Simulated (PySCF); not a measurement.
**Excitation energy of Pr²⁺ by level of theory**

Pr²⁺ [Xe] 4f3 (high-spin determinant) → Pr²⁺ [Xe] 4f2 6s1, s spin flipped, as a difference of total energies. All numbers are calculated (PySCF 2.14, scalar relativity by spin-free X2C-1e, in ANO-RCC-VTZP). Correlated levels: valence: [Kr] 4d10 frozen; valence and next inner shell: [Ar] 3d10 frozen. The calculations carry no spin-orbit coupling.

```json
{"method": "UHF", "excitation energy (cm⁻¹)": "18811"}
{"method": "LDA", "excitation energy (cm⁻¹)": "36005"}
{"method": "r2SCAN", "excitation energy (cm⁻¹)": "40462"}
{"method": "MP2 (valence)", "excitation energy (cm⁻¹)": "24147"}
{"method": "SCS-MP2 (valence)", "excitation energy (cm⁻¹)": "22066"}
{"method": "MP2 (valence and next inner shell)", "excitation energy (cm⁻¹)": "23892"}
{"method": "SCS-MP2 (valence and next inner shell)", "excitation energy (cm⁻¹)": "22179"}
```

Task: Estimate what PBE0 gives.

Result: 33592 cm⁻¹, closest to LDA among the rows shown.

Task: Estimate what PBE gives.

Result: 36404 cm⁻¹, closest to LDA among the rows shown.

The upper determinant mixes two multiplicities, so it lies between the two terms.

The basis was made for the ground configuration and has no added diffuse functions, so the excitation energy can come out too high.

The determinant of the upper state and of the lower state mixes LS terms, which raises its energy above the lowest term, most at the Hartree-Fock and MP2 levels.
